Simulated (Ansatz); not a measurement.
`Cl[Si](Cl)(Cl)[GeH3]` + H–F → `F[Si](Cl)(Cl)[GeH3]` + HCl  (ligand exchange at the Si–Cl bond)

Gas-phase electronic energies from Ansatz, PBE0-D4/def2-TZVP geometries. CCSD(T)/CBS is the MP2 limit (def2-TZVPP, def2-QZVPP) plus CCSD(T) − MP2 in def2-TZVPP, frozen cores. This one scheme is used for every species. DFT in def2-TZVPP. HSE06 is defined as in plane-wave codes. For Ge outer-core shells are correlated without core-valence functions, which leaves a few kJ/mol of doubt a bond. Scalar relativity is left out up to krypton.

`Cl[Si](Cl)(Cl)[GeH3]`:

Z-matrix (Å, degrees):
```
Si
Cl 1 2.043
Cl 1 2.043 2 108.2
Cl 1 2.043 2 108.2 3 116.9
Ge 1 2.371 2 110.7 3 -121.5
H 5 1.534 1 108.8 2 -180.0
H 5 1.534 1 108.8 2 -60.0
H 5 1.534 1 108.7 2 60.0
```

H–F:

Cartesian coordinates in Å:
```
F -0.345 -0.053 -0.300
H 0.345 0.053 0.300
```

`F[Si](Cl)(Cl)[GeH3]`:

```xyz
8

F    -1.219   -0.362   -1.884
Si   -0.326   -0.839   -0.659
Cl   -1.435   -2.179    0.402
Cl    1.295   -1.796   -1.438
Ge    0.318    1.007    0.681
H    -0.938    1.694    1.231
H     1.127    1.992   -0.172
H     1.179    0.485    1.838
```

HCl:

```xyz
2

Cl    0.528   -0.137   -0.334
H    -0.528    0.137    0.334
```

CCSD(T)/CBS gives -9.7 kcal/mol.

Task: Another level gave -13.2 kcal/mol. Which?
A. B97M-V/def2-TZVPP
B. HSE06-D4/def2-TZVPP
C. r2SCANh/def2-TZVPP
D. BHLYP/def2-TZVPP

Result: D. BHLYP -13.2, B97M-V -12.0, r2SCANh -11.0, HSE06-D4 -8.5 kcal/mol.

Largest T1 diagnostic among the species: 0.011.

In def2-TZVPP, CCSD(T) changes the Hartree–Fock value by +3.3 kcal/mol (the triples alone add +0.7 kcal/mol) and MP2 by +5.4 kcal/mol. At CCSD(T), def2-SVP lies −0.9 kcal/mol from the extrapolated value and def2-TZVPP −1.3 kcal/mol. The D4 term adds +2.0 kcal/mol with B3LYP and +1.1 kcal/mol with PBE0; it sums over pairs of atoms, weighted by their polarisabilities, and B3LYP, whose exchange is more repulsive, gets the larger term.

B3LYP here is the variant with VWN-RPA as its local correlation; programs differ in this.
